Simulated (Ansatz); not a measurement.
Li4H3 (the lowest doublet isomer of a short search) was relaxed with PBE-D4 (def2-TZVP) in Ansatz in these states: charge +1 singlet, neutral doublet. The geometries follow in no particular order.

A:

```xyz
7

Li    0.3544    1.0906    1.5464
Li   -0.6029    0.6817   -0.6848
Li   -1.1779   -1.4868    0.3295
Li    1.5613   -0.4378   -1.0385
H    -1.0991    0.1791    1.0046
H    -0.1318   -1.0461   -1.0662
H     1.0961    1.0192   -0.0910
```

B:

```xyz
7

Li   -0.3951    0.2074   -1.6542
Li    1.2368    0.0037    0.2266
Li   -0.7769   -1.4567    0.4585
Li   -0.8399    1.2475    0.8307
H     0.4322   -1.2107   -0.8755
H    -0.0152   -0.2084    1.5390
H     0.3581    1.4171   -0.5250
```

Judge from the bond lengths which geometry belongs to which state (an estimate).

A is the charge +1 singlet (Li1–Li3 3.236 Å, Li1–Li4 3.236 Å, Li3–Li4 3.237 Å); B is the neutral doublet (Li1–Li3 2.716 Å, Li1–Li4 2.730 Å, Li3–Li4 2.730 Å).

These are the stationary points nearest to one start from a short search; other shapes may lie lower in each state.
